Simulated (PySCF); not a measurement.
**Bond curve of ZnAs**

Set-up: Zn cc-pVDZ-PP with ECP10, As cc-pVDZ-PP with ECP10; scalar-relativistic core potentials (PySCF 2.14). Energies in eV from Zn + As in their ground configurations at the same level. All curves are PBE0. state 1: ⁴Σ⁻ (quartet), unpaired electrons σ ↑, π ↑↑; state 2: Ms = 0.5 determinant of mixed spin (⟨S²⟩ near 1.8), unpaired electrons σ ↓, π ↑↑, a second solution, started from another occupation; state 3: ²Π (doublet), unpaired electrons π ↑, a second solution, started from another occupation; state 4: Ms = 0.5 determinant of mixed spin (⟨S²⟩ near 1.8), unpaired electrons σ ↑, π ↑↓, a mixture of terms (⟨Lz²⟩ = 2.0), a second solution, started from another occupation.

```
R (Å)  state 1  state 2  state 3  state 4
2.216  -0.0353   0.2099   0.1342   0.4332
2.319  -0.2336   0.0310   0.1334   0.2495
2.422  -0.3308  -0.0403   0.2134   0.1699
2.500  -0.3603  -0.0463   0.3050   0.1556
2.577  -0.3652  -0.0246   0.4119   0.1671
2.654  -0.3540   0.0159   0.5265   0.1958
2.757  -0.3242   0.0874   0.6823   0.2497
2.886  -0.2768   0.1888   0.8698   0.3269
3.041  -0.2197   0.3082   1.0726   0.4172
3.247  -0.1565   0.4419   1.2957   0.5164
```

Put a parabola through the three lowest points of the state 1 curve and estimate Re, k and ωe (reduced mass 34.5 u; 1 eV/Å² = 0.16022 mdyn/Å; ωe = 1302.8·√(k/μ) cm⁻¹).

Through R = 2.5, 2.577, 2.654 Å the second-order coefficient is 1.36 eV/Å², so Re ≈ 2.562 Å, k ≈ 0.435 mdyn/Å and ωe ≈ 146 cm⁻¹. A polynomial fit of higher order to the unrounded PBE0 energies gives Re = 2.557 Å, k = 0.480 mdyn/Å, ωe = 154 cm⁻¹; anharmonicity and rounding make the difference.

The higher-order fit for each curve: state 1: Re = 2.557 Å, ωe = 154 cm⁻¹, De = 0.366 eV; state 2: Re = 2.474 Å, ωe = 202 cm⁻¹, minimum 0.048 eV below the ground-state fragments; state 3: Re = 2.266 Å, ωe = 276 cm⁻¹, minimum 0.121 eV above the ground-state fragments; state 4: Re = 2.499 Å, ωe = 184 cm⁻¹, minimum 0.156 eV above the ground-state fragments.

The bond is weak. Basis-set superposition, not corrected here, can be much of De in a small basis, most of all at correlated wavefunction levels. Functionals without a dispersion term scatter widely for such bonds, and LDA overbinds them. Spin–orbit coupling is left out. The state was picked by a PBE0 search and need not be the measured ground state.
